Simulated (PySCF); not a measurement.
Si(F)(Me)2(SH) (C2H7FSSi), SMILES C[Si](F)(S)C.

Geometry optimised at TPSSh-D3(BJ)/def2-SVP. The structure was generated by enumeration, and PubChem lists no compound with its InChIKey, so it may never have been made. One conformer was computed; it need not be the lowest.

Two levels are set side by side: PBE/def2-TZVP (PySCF) and HF/def2-TZVP (PySCF). Same geometry, gas phase. Differences are taken from unrounded values.

| quantity | HF |
|---|---|
| orbital gap (eV) | 13.33 |
| highest occupied level (eV) | -10.26 |
| lowest empty level (eV) | 3.07 |
| dipole moment (D) | 3.02 |
| mean polarisability (bohr³) | 62.5 |

Problem. What does PBE give, and how far is it from HF? (An estimate is asked for; the answer gives what the named calculation found.)

Solution. 
```
quantity                       PBE  PBE minus HF
---------------------------  -----  ------------
orbital gap (eV)              5.47         -7.86
highest occupied level (eV)  -6.14          4.12
lowest empty level (eV)      -0.67         -3.74
dipole moment (D)             2.76         -0.26
mean polarisability (bohr³)   69.5           7.1
```

PBE's occupied levels lie high since its potential decays too fast outside the molecule; exact exchange lowers them and widens the gap. Loosely held outer electrons make PBE densities more polarisable. Differences between two approximate levels are no errors against the true value.

Rough cost on one machine, each run with all the roots and properties that it gave: HF against PBE about 1/3.
